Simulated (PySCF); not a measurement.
Method: TPSSh-D3(BJ)/def2-TZVP // B3LYP-D3(BJ)/def2-TZVP (PySCF). All species are isolated molecules in the gas phase. One relaxed conformer stands for a flexible species; it need not be the lowest. Delta-SCF ions had no search for a lower state. Excitations are Tamm–Dancoff values on a coarser integration grid. The basis has no diffuse functions, so Rydberg states are missing or too high.

Reference species (SMILES): `C[C](=O)[GeH3]` (neutral, multiplicity 1).

| Property | Result |
|---|---|
| brightest of the four lowest singlets (TDA) | 6.77 eV |
| S1–T1 gap (TDA) | 0.72 eV |
| vertical ionisation energy (Delta-SCF) | 8.85 eV |
| S1 excitation (TDA) | 3.76 eV |

Changed species: `CNC(=O)C` (C–N–C–O torsion 0°) (X = methylamino; the reference has X = germyl).

Give the shifts of the brightest of the four lowest singlets (TDA), S1–T1 gap (TDA), vertical ionisation energy (Delta-SCF) and S1 excitation (TDA).

the brightest of the four lowest singlets (TDA) increases by 0.60 eV, to 7.37 eV; the S1–T1 gap (TDA) falls by 0.16 eV, to 0.56 eV; the vertical ionisation energy (Delta-SCF) rises by 0.49 eV, to 9.34 eV; the S1 excitation (TDA) rises by 2.07 eV, to 5.83 eV.
